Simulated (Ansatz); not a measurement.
`[SnH3][SnH3]` + `CCS` → `CC[S][SnH3]` + `[SnH4]`  (cleavage of the Sn–Sn bond)

Gas-phase electronic energies from Ansatz, PBE0-D4/def2-TZVP geometries. CCSD(T)/CBS adds triple-zeta CCSD(T) − MP2 to the extrapolated MP2 energy (def2 sets, frozen cores). DFT in def2-TZVPP. B3LYP here is the variant with VWN-RPA as its local correlation; programs differ in this. Elements past krypton have def2 core potentials. For Sn outer-core shells are correlated without core-valence functions, which leaves a few kJ/mol of doubt a bond. Each species was taken in one conformer, which may not be the lowest.

`[SnH3][SnH3]`:

Z-matrix (Å, degrees):
```
Sn
Sn 1 2.767
H 1 1.707 2 110.6
H 1 1.707 2 110.6 3 120.0
H 1 1.708 2 110.6 3 -120.0
H 2 1.707 1 110.6 3 -179.4
H 2 1.707 1 110.6 3 -59.4
H 2 1.708 1 110.6 3 60.6
```

`CCS`:

Cartesian coordinates in Å:
```
C 0.466 0.252 -0.804
C -0.454 0.329 0.396
S -0.020 -0.812 1.736
H 1.503 0.431 -0.514
H 0.182 0.997 -1.554
H 0.415 -0.732 -1.275
H -0.402 1.316 0.862
H -1.495 0.167 0.113
H -0.195 -1.948 1.040
```

`CC[S][SnH3]`:

```xyz
12

C    -0.902    1.063   -0.865
C    -1.139   -0.391   -0.518
S    -0.766   -0.825    1.214
Sn    1.622   -0.636    1.216
H     0.155    1.329   -0.787
H    -1.459    1.720   -0.195
H    -1.219    1.267   -1.893
H    -0.578   -1.054   -1.181
H    -2.195   -0.645   -0.633
H     2.170   -1.503    2.575
H     2.185   -1.318   -0.247
H     2.127    0.994    1.313
```

`[SnH4]`:

```xyz
5

Sn    0.000    0.000    0.000
H     0.981   -0.844   -1.109
H     0.971    0.641    1.245
H    -1.148   -1.067    0.668
H    -0.804    1.269   -0.804
```

(1) Is it downhill or uphill in electronic energy at CCSD(T)/CBS, and by how much? (Estimate.)

(2) What do these levels give: PBE-D4, PBE0-D4, B3LYP-D4, PBE, PBE0, MP2/def2-TZVPP, SCS-MP2/def2-TZVPP, CCSD/def2-TZVPP, CCSD(T)/def2-TZVPP, HF/CBS(def2), MP2/CBS(def2), CCSD/CBS(def2)? (An estimate is asked.)

Largest T1 diagnostic among the species: 0.013.

Results:

(1) Ansatz gave: Uphill: ΔE = +0.15 eV.

(2) The calculation gave: PBE-D4 0.14, PBE0-D4 0.14, B3LYP-D4 0.12, PBE 0.18, PBE0 0.18, MP2/def2-TZVPP 0.11, SCS-MP2/def2-TZVPP 0.10, CCSD/def2-TZVPP 0.13, CCSD(T)/def2-TZVPP 0.10, HF/CBS(def2) 0.13, MP2/CBS(def2) 0.15, CCSD/CBS(def2) 0.17 eV.

The D4 term adds −0.07 eV with B3LYP and −0.04 eV with PBE0; it sums over pairs of atoms, weighted by their polarisabilities, and B3LYP, whose exchange is more repulsive, gets the larger term.
